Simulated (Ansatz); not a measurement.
## What each rung costs, and what it gives

Saddle point of SiNH₄Cl₃, singlet (SiHCl₃ ([Cl][SiH]([Cl])[Cl]) + NH₃ → SiNH₃Cl₂ ([NH2][SiH]([Cl])[Cl]) + HCl; bonds formed: Cl2–H6; dative contacts that become bonds: Si1–N7; bonds broken: Si1–Cl2, H6–N7), PBE0-D4/def2-TZVP structure:

```json
{"atom": "Si1", "x (Å)": "-0.8705", "y (Å)": "0.1682", "z (Å)": "0.0676"}
{"atom": "Cl2", "x (Å)": "1.0616", "y (Å)": "1.5408", "z (Å)": "-1.5933"}
{"atom": "Cl3", "x (Å)": "-1.6067", "y (Å)": "-0.6676", "z (Å)": "-1.6121"}
{"atom": "Cl4", "x (Å)": "-1.8232", "y (Å)": "-0.7744", "z (Å)": "1.6411"}
{"atom": "H5", "x (Å)": "-1.0487", "y (Å)": "1.5951", "z (Å)": "0.3066"}
{"atom": "H6", "x (Å)": "1.3140", "y (Å)": "0.2651", "z (Å)": "-0.4436"}
{"atom": "N7", "x (Å)": "0.8375", "y (Å)": "-0.4310", "z (Å)": "0.3128"}
{"atom": "H8", "x (Å)": "0.9499", "y (Å)": "-1.4105", "z (Å)": "0.0644"}
{"atom": "H9", "x (Å)": "1.1861", "y (Å)": "-0.2857", "z (Å)": "1.2564"}
```

Barriers are electronic and count from the start structure reached by relaxing down the imaginary mode.

Ansatz 0.2.0; basis: as named in each row; cores frozen in the correlated methods. B3LYP uses VWN-RPA correlation. Extrapolation: Hartree–Fock as exp(−7.88 √X), correlation as X^−2.97.

Times are rough, for one single point on 8 threads of a shared host (Arm Neoverse V2).

The estimate by CCSD(T) at an estimated basis limit (MP2 extrapolated from triple and quadruple zeta, plus CCSD(T) − MP2 in triple zeta) is 18.13 kcal/mol.

| method | basis | time (s) | barrier (kcal/mol) | method less estimate |
| --- | --- | --- | --- | --- |
| HF | STO-3G | under 1 | 24.64 | 6.51 |
| PBE-D4 | STO-3G | under 1 | 18.85 | 0.72 |
| SPW92 | def2-SVP | under 1 | 16.52 | -1.61 |
| B3LYP-D4 | 6-31G | under 1 | 15.09 | -3.04 |
| PBE-D4 | def2-SVP | under 1 | 17.68 | -0.45 |
| PBE0-D4 | def2-SVP | under 1 | 19.14 | 1.01 |
| SPW92 | def2-TZVPP | under 1 | 14.24 | -3.89 |
| PBE-D4 | def2-TZVPP | 1 | 15.73 | -2.40 |
| BLYP-D4 | def2-TZVPP | 2 | 14.86 | -3.27 |
| B3LYP-D4 | def2-TZVPP | 2 | 15.83 | -2.30 |
| BHLYP-D4 | def2-TZVPP | 2 | 17.19 | -0.94 |
| CCSD(T) | def2-SVP | 2 | 23.49 | 5.36 |
| CAM-B3LYP-D4 | def2-TZVPP | 2 | 16.20 | -1.93 |
| PBE0-D4 | def2-TZVPP | 3 | 16.96 | -1.17 |
| wB97M-V | def2-SVP | 3 | 20.56 | 2.43 |
| r2SCAN-D4 | def2-TZVPP | 3 | 16.64 | -1.49 |
| RPA on PBE | def2-TZVPP | 3 | 19.57 | 1.44 |
| B2PLYP | def2-TZVPP | 4 | 16.87 | -1.26 |
| r2SCAN0-D4 | def2-TZVPP | 4 | 17.41 | -0.72 |
| PBE-QIDH | def2-TZVPP | 4 | 18.33 | 0.20 |
| B97M-V | def2-TZVPP | 6 | 19.33 | 1.20 |
| wB97X-V | def2-TZVPP | 6 | 18.13 | 0.00 |
| wB97M-V | def2-TZVPP | 6 | 18.15 | 0.02 |
| MP2 | def2-QZVPP | 13 | 18.36 | 0.23 |
| CCSD(T) | def2-TZVPP | 95 | 19.02 | 0.89 |

All methods are single points on the PBE0-D4 structures.

T1 diagnostic: at most 0.010.

The step is the kind of exchange with an N–H group that builds nitride films in atomic layer and chemical vapour deposition.

Labels in which every atom is bracketed show which atoms are joined, not bond orders.
